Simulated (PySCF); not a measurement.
C2H10N2OSi, SMILES C[C@@H](N)[Si@H](N)O.

Geometry optimised at r2SCAN-D4/def2-SVP. The structure was generated by enumeration; whether it is a known compound was not checked. The values are those of a single conformer.

Two levels are set side by side: TDA-PBE/def2-SVPD (PySCF) and TDA-M06-2X/def2-SVPD (PySCF). Vertical, same geometry. The lowest singlet is HOMO→LUMO 100 % with PBE and HOMO→LUMO 83 % with the other functional; states are paired by order. Differences are taken from unrounded values.

```tsv
quantity	TDA-M06-2X	TDA-PBE	TDA-PBE minus TDA-M06-2X
lowest singlet excitation (eV)	6.43	5.37	-1.06
lowest triplet excitation (TDA) (eV)	6.23	5.21	-1.02
first bright state (f over 0.05) (eV)	6.82	5.70	-1.12
its oscillator strength	0.07	0.05	-0.02
```

Functionals without exact exchange tend to place singlet excitations lower, as here. Differences between two approximate levels are no errors against the true value.

Rough cost on one machine, each run with all the roots and properties that it gave: TDA-M06-2X against TDA-PBE about 9 times.
